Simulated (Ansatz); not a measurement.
Consider the ligand exchange at the Si–C bond: `FC[SiH2]O[SiH3]` + `N[SiH3]` → `[SiH3]N[SiH2]O[SiH3]` + fluoromethane.

Calculated with Ansatz (gas phase, PBE0-D4/def2-TZVP geometries, no zero-point term in ΔE). CBS: MP2 limit from def2 TZ/QZ plus the TZ coupled-cluster correction, frozen cores. This one scheme is used for every species. Each species was taken in one conformer, which may not be the lowest.

`FC[SiH2]O[SiH3]`:

Z-matrix (Å, degrees):
```
C
Si 1 1.887
F 1 1.395 2 109.3
H 1 1.096 2 111.7 3 119.4
H 1 1.096 2 111.7 3 -119.8
O 2 1.631 1 109.8 3 -59.2
H 2 1.486 1 109.1 3 61.6
H 2 1.485 1 108.5 3 -178.1
Si 6 1.640 2 144.0 1 56.9
H 9 1.486 6 110.3 2 41.4
H 9 1.483 6 107.8 2 161.1
H 9 1.485 6 110.0 2 -79.5
```

`N[SiH3]`:

Z-matrix (Å, degrees):
```
Si
N 1 1.720
H 1 1.486 2 107.9
H 1 1.494 2 116.0 3 -120.3
H 1 1.486 2 107.9 3 119.4
H 2 1.007 1 119.6 3 -168.6
H 2 1.007 1 119.6 3 49.2
```

`[SiH3]N[SiH2]O[SiH3]`:

Z-matrix (Å, degrees):
```
Si
N 1 1.729
H 1 1.488 2 111.6
H 1 1.485 2 106.6 3 -119.4
H 1 1.488 2 112.1 3 120.8
Si 2 1.716 1 127.2 3 118.9
H 2 1.010 1 116.5 3 -53.4
O 6 1.637 2 113.5 1 -84.5
H 6 1.483 2 107.8 1 35.3
H 6 1.481 2 108.7 1 157.3
Si 8 1.635 6 142.9 2 46.3
H 11 1.486 8 110.2 6 81.4
H 11 1.488 8 110.4 6 -38.8
H 11 1.483 8 108.5 6 -158.8
```

`CF`:

```xyz
5

C     0.017    0.058   -0.009
F    -0.372   -1.248    0.187
H    -0.397    0.416   -0.954
H     1.108    0.104   -0.040
H    -0.356    0.669    0.816
```

```json
{"species": "`FC[SiH2]O[SiH3]`", "CCSD(T)/CBS(def2) energy (Eh)": "-795.45624"}
{"species": "`N[SiH3]`", "CCSD(T)/CBS(def2) energy (Eh)": "-346.80422"}
{"species": "`[SiH3]N[SiH2]O[SiH3]`", "CCSD(T)/CBS(def2) energy (Eh)": "-1002.66273"}
{"species": "`CF`", "CCSD(T)/CBS(def2) energy (Eh)": "-139.63461"}
```

(1) Work out ΔE.

Largest T1 diagnostic among the species: 0.011.

Results:

(1) ΔE = (-1002.66273) + (-139.63461) − (-795.45624) − (-346.80422) = -0.03688 Eh = -96.8 kJ/mol.

From PBE to PBE0 (25 % exact exchange), in def2-TZVPP and without D4, ΔE moves by −5.6 kJ/mol. The D4 term adds −7.3 kJ/mol with B3LYP and −4.3 kJ/mol with PBE0; it sums over pairs of atoms, weighted by their polarisabilities, and B3LYP, whose exchange is more repulsive, gets the larger term.

B3LYP here is the variant with VWN-RPA as its local correlation; programs differ in this.
